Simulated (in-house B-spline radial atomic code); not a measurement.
Settings and results of a run for the samarium ion Sm²⁺. Computed with a radial B-spline atomic code at the basis-set limit: scalar-relativistic (X2C) PBE, spherical fractional occupations, Fermi nucleus of rms radius 5.0819 fm, inside a hard spherical wall at 3.26 bohr.

Command:
```bash
python run_scf.py task.json out
```
Settings (nuclear radius in fm, mass in u):
```
Z                62
configuration    [Kr] 4d10 4f6 5s2 5p5 5f1
hamiltonian      x2c
method           pbe,pbe
spin_polarised   False
nucleus          fermi
rms_radius       5.0819
atomic_mass      151.91974
speed_of_light   137.035999084
wall_radius      3.26
```

Output (hartree, bohr):
```
 radial grid: 60 intervals, B-splines of order 8, outer radius 3.26 bohr

 iter        energy (Eh)    residual
    1      -10416.162837    4.83e-01
    2      -10414.219416    6.35e-01
    3      -10422.957470    5.75e-02
    4      -10422.999657    1.08e-02
    5      -10423.000114    8.96e-03
    6      -10423.003533    3.18e-03
    7      -10423.003688    1.90e-04
    8      -10423.003689    1.05e-05
    9      -10423.003689    2.86e-07

 total energy                    -10423.00369
 kinetic                           11311.2045
 electron-nucleus                 -25533.5111
 Hartree                            4037.5676
 exchange-correlation               -238.2647

 orbital      occ     eigenvalue          <r>       <r^2>       <1/r>       r_max
 1s         2.000     -1711.4044    0.0220457 0.000671449     73.5262     0.01366
 2s         2.000      -279.9400    0.0963599   0.0110234     16.9287     0.08203
 2p         6.000      -250.1603    0.0850602  0.00884776     15.0756     0.06592
 3s         2.000       -61.5841     0.254575   0.0741902     6.06535      0.2338
 3p         6.000       -52.2355     0.252803   0.0741738     5.54493      0.2289
 3d        10.000       -39.3831     0.230954   0.0627585     5.21734      0.1877
 4s         2.000       -12.5099     0.580031    0.379948     2.50061      0.5403
 4p         6.000        -9.4332     0.613956    0.428996     2.26074      0.5634
 4d        10.000        -5.0722      0.67341    0.526798      1.9696      0.5888
 4f         6.000        -0.4521     0.947739     1.13855     1.37992      0.6185
 5s         2.000        -1.9943      1.39306     2.16186    0.953081       1.267
 5p         5.000        -1.2392      1.55702     2.68311    0.826787       1.429
 5f         1.000         0.9736       1.9141     4.18544    0.741585       2.212
```

Run time, properties included: 0.06 s on 1 thread of Intel(R) Xeon(R) 6975P-C (shared host).

One-electron X2C: radii and densities carry no picture-change correction, so inner-shell <1/r> comes out high (for 1s by about 2 % at Z = 33, 5 % at 54, 10 % at 75, 30 % at 118) and <r> low.
